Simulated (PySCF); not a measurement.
sulfuric acid anion (H2O4S), SMILES S(O)(O)(=O)=O (connectivity only; charge and spin as stated), charge -1, multiplicity 2.

The structure is a stationary point at PBE0-D3(BJ)/def2-SVPD. The multiplicity is an assumed one; other spin states were not compared. The values are those of a single conformer.

These are PBE0-D3(BJ)/def2-SVPD run with PySCF values and carry that method's errors.

Frequencies are harmonic and unscaled.

**Question.** Estimate the vibrational spectrum. (Estimate from the structure and the level; the computed values follow.)

**Answer.** 
| mode | ν (cm⁻¹) | IR (km/mol) | moving atoms (share of kinetic energy) |
|---|---|---|---|
| 1 | 172 | 9.6 | O 62 %, H 28 %, S 10 % |
| 2 | 194 | 17.0 | H 49 %, O 39 %, S 12 % |
| 3 | 221 | 96.4 | O 50 %, H 50 % |
| 4 | 231 | 195.2 | O 85 %, S 14 % |
| 5 | 318 | 0.6 | H 53 %, O 36 %, S 11 % |
| 6 | 374 | 22.8 | O 75 %, H 25 % |
| 7 | 392 | 7.7 | O 97 % |
| 8 | 515 | 65.1 | O 65 %, S 34 % |
| 9 | 552 | 285.7 | S 52 %, O 47 % |
| 10 | 944 | 85.5 | H 83 %, O 16 % |
| 11 | 947 | 2.2 | H 89 %, O 11 % |
| 12 | 1065 | 123.7 | O 74 %, S 23 % |
| 13 | 1227 | 314.2 | O 50 %, S 44 % |
| 14 | 3854 | 58.2 | H 94 % |
| 15 | 3855 | 0.2 | H 94 % |
